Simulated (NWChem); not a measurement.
Basis-set convergence for H2S2Sn

```xyz
5

Sn     0.0000     0.0000    -0.6747
S     -1.7831     0.0000     1.0476
H     -2.7684     0.0000     0.1046
S      1.7831     0.0000     1.0476
H      2.7684     0.0000     0.1046
```
Charge 0, spin multiplicity 1.

Program: NWChem. All single points use one geometry, from PBE/def2-SVP with def2 effective core potentials on Sn, a minimum by its harmonic frequencies. It is one conformer; others weren't searched.

Quantity: dipole moment at the level PBE0.

Effective core potentials replace the inner electrons of Sn; spin-orbit coupling is left out. The structure started from a generated list of species.

Costs are rough ratios of processor time within this set of runs, SCF included, with def2-SVP as 1.

In def2-TZVPD the value is 3.20 D. Among def2-SVP, def2-SVPD, def2-TZVP, def2-TZVPP, which is the smallest basis within 0.1 D of it?

def2-SVPD, with 102 functions against 166 and about 30 % of the time (also within reach: def2-TZVPP). def2-TZVPD isn't the basis-set limit itself, and a small set can land close by cancellation.

```json
[
 {"basis": "def2-SVP", "functions": "72", "dipole moment (D)": "3.37", "relative cost": "1"},
 {"basis": "def2-SVPD", "functions": "102", "dipole moment (D)": "3.28", "relative cost": "under 3"},
 {"basis": "def2-TZVP", "functions": "136", "dipole moment (D)": "3.32", "relative cost": "3"},
 {"basis": "def2-TZVPP", "functions": "162", "dipole moment (D)": "3.27", "relative cost": "4"},
 {"basis": "def2-TZVPD", "functions": "166", "dipole moment (D)": "3.20", "relative cost": "6"}
]
```
